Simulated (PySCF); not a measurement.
# From HF to CCSD(T): MI along the second period

HF and CCSD(T) in PySCF with x2c-SVPall on every atom, spin-free X2C, for the lowest determinant that a PBE0 search found; no spin–orbit coupling.

```tsv
molecule	state (unpaired electrons)	HF Re (Å)	HF ωe (cm⁻¹)	HF De (eV)	CCSD(T) Re (Å)	CCSD(T) ωe (cm⁻¹)	CCSD(T) De (eV)
BeI	doublet (σ ↑)	2.229	602	2.35	2.234	591	2.09
BI	singlet (closed shell)	2.141	590	2.29	?	?	?
CI	doublet (π ↑)	2.068	608	0.88	2.061	612	2.45
IF	singlet (closed shell)	1.915	683	0.51	1.965	593	2.27
```

Q: Estimate the CCSD(T) values of BI by adding the mean shift from HF to CCSD(T) of the other rows, and compare with the calculation.

A: The mean shifts are +1.6 pm, -32 cm⁻¹ and +1.02 eV, which give 2.157 Å, 558 cm⁻¹ and 3.31 eV. CCSD(T)/x2c-SVPall gives Re = 2.136 Å, ωe = 594 cm⁻¹, De = 3.51 eV.

Q: What are the mean differences of HF from CCSD(T) over the whole series?

A: Re -1.1 pm, ωe +23 cm⁻¹, De -1.07 eV.

In a basis of this size CCSD(T) is itself not converged; it tends to give bonds that are too long and too weak.

Correlated steps freeze the inner cores (18 to 19 orbitals); shallow outer-core shells are correlated. Correlated levels converge slowly with the basis: in double zeta they bind strong bonds too weakly, by up to about 1 eV, and carry superposition errors of some tenths. These are scalar-relativistic numbers at best; spin–orbit coupling would shift them, the dissociation energy most. Where the molecule has an RHF reference, its open-shell atoms are computed with UHF. States were picked by a PBE0 search and need not be the measured ground states.
